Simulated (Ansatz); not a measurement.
Isolated molecules relaxed with PBE0-D4/def2-TZVP in Ansatz; ΔE leaves out vibrations. CCSD(T)/CBS is the MP2 limit (def2-TZVPP, def2-QZVPP) plus CCSD(T) − MP2 in def2-TZVPP, frozen cores. This one scheme is used for every species. For Se outer-core shells are correlated without core-valence functions, which leaves a few kJ/mol of doubt a bond. Scalar relativity is left out up to krypton. Each species was taken in one conformer, which may not be the lowest.

Reaction (substitution at a C–Si bond): `C=C[SiH3]` + `OC[SeH]` → `C=C[Se]CO` + SiH₄

| species | CCSD(T)/CBS(def2) energy (Eh) |
| --- | --- |
| `C=C[SiH3]` | -368.76077 |
| `OC[SeH]` | -2516.31855 |
| `C=C[Se]CO` | -2593.60585 |
| SiH₄ | -291.46306 |

(1) Work out ΔE.

Largest T1 diagnostic among the species: 0.011.

## Answers

(1) ΔE = (-2593.60585) + (-291.46306) − (-368.76077) − (-2516.31855) = 0.01041 Eh = +27.3 kJ/mol.

From BLYP to BHLYP (50 % exact exchange), in def2-TZVPP and without D4, ΔE moves by +7.0 kJ/mol. Leaving LDA and LC-ωPBE aside and taking each functional with its dispersion term where it has one, the values, not all of them listed here, spread over 10.1 kJ/mol, from revPBE-D4 to BHLYP-D4.
